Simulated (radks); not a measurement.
The nuclear charge of the strontium ion Sr2+ is varied continuously with 36 electrons held in [Kr]. All-electron calculation, scalar-relativistic Kohn-Sham, LDA (Slater exchange, Perdew-Wang correlation), spin-polarised, spherical densities, finite nucleus; Fermi nuclear charge, rms radius 4.224 fm. Program: a radial shooting solver on a logarithmic mesh with Libxc functionals. By the Hellmann-Feynman theorem dE/dZ = E(electron-nucleus)/Z, the electronic potential at the nucleus (averaged over a nucleus of fixed radius). The scalar-relativistic energy here is not variational (the density holds large components alone), so the two differ by a part that grows with Z.

Z      E (hartree)  E(electron-nucleus)/Z (hartree)  HOMO  e(HOMO) (eV)  <r> HOMO (bohr)
37.5   -3075.42537                         -197.335    4p       -28.935            1.624
37.75  -3125.06799                         -199.088    4p       -32.725            1.585
38     -3175.15117                         -200.842    4p       -36.656            1.547
38.25  -3225.67503                         -202.596    4p       -40.726            1.512
38.5   -3276.63975                         -204.351    4p       -44.933            1.479

The central difference of E at Z = 38 is -201.214 hartree, to compare with the third column; the second derivative is -7.05 hartree.
